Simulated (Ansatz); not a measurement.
Ansatz (a first-principles code) input (PBE0/def2-TZVPPD): A basis named .json is the Basis Set Exchange file of that set (core-valence sets with the plain set on hydrogen).

Ansatz 0.2 input:
```yaml
crystal:
  periodic: [false, false, false]
  atoms:
    - {symbol: C, position_ang: [-1.14981457, -0.05477791, -0.04502006]}
    - {symbol: Si, position_ang: [0.54785519, 0.02610017, 0.02145083]}
    - {symbol: H, position_ang: [-1.76847219, 0.83159725, -0.09957680]}
    - {symbol: H, position_ang: [-1.68390593, -0.99607076, -0.03559828]}
    - {symbol: H, position_ang: [1.39794796, -1.17454559, 0.09584332]}
    - {symbol: H, position_ang: [1.28334497, 1.30228411, 0.00914054]}
basis:
  gaussian:
    orbitals: def2-TZVPPD.json
hamiltonian:
  xc: {name: PBE0}
output: {forces: true}
magnetization: {spin_polarized: false}
```

Output:

```
Functional definition: PBE0
integrals: 0.05 GiB planned
732 factors; their error is unknown
mean field: 0.52 GiB planned
mean field evaluation 1: about -8965.4906 eV, gradient 5.8e1 eV
mean field evaluation 2: about -8947.4392 eV, gradient 8.5e1 eV
mean field evaluation 4: about -8973.8970 eV, gradient 3.0e0 eV
mean field evaluation 8: about -8973.9378 eV, gradient 3.6e-1 eV
mean field evaluation 16: about -8973.9380 eV, gradient 5.6e-6 eV
mean field -8973.93797310 eV, -329.7861377577 hartree, gradient 5.6e-6 eV, S^2 0.000000; 0 other end points of the search recorded, 0 dependent functions left out
the calculation of the forces begins
reference -8973.93800016 eV, -329.7861387524 hartree; 12, 12 occupied and 141, 141 virtual orbitals, 732 factors
Total energy: -8973.93800016 eV, -329.7861387524 hartree
Atom 0 at    -1.149815    -0.054778    -0.045020 Å, force     0.091754     0.004371     0.003593 eV/Å
Atom 1 at     0.547855     0.026100     0.021451 Å, force    -0.175076    -0.008341    -0.006855 eV/Å
Atom 2 at    -1.768472     0.831597    -0.099577 Å, force    -0.008647     0.036086    -0.001547 eV/Å
Atom 3 at    -1.683906    -0.996071    -0.035598 Å, force    -0.005277    -0.036749     0.001002 eV/Å
Atom 4 at     1.397948    -1.174546     0.095843 Å, force     0.052327    -0.077725     0.004706 eV/Å
Atom 5 at     1.283345     1.302284     0.009141 Å, force     0.044920     0.082358    -0.000898 eV/Å
Dipole moment:     0.163146     0.007772     0.006388 e Å
```
